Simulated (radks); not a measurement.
Values are calculated unless marked as measured or tabulated.
The platinum ion Pt+, configuration [Xe] 4f14 5d9. Level of theory: Dirac Kohn-Sham, LDA (Slater exchange, VWN5 correlation), spin-unpolarised, spherical densities, finite nucleus; open shells fill j = l - 1/2 first; Fermi nuclear charge, rms radius 5.427 fm (a radial shooting solver on a logarithmic mesh with Libxc functionals).

X-ray form factor f0, the Fourier transform of the density (f0(0) = 77):

sin(theta)/lambda (1/angstrom)  f0 (electrons)
0.05                                    76.117
0.1                                     73.693
0.15                                    70.255
0.2                                     66.357
0.25                                    62.403
0.3                                     58.619
0.4                                     51.885
0.5                                     46.270
0.6                                     41.551
0.8                                     33.917
1                                       27.926
1.25                                    22.357
1.5                                     18.653
2                                       14.596
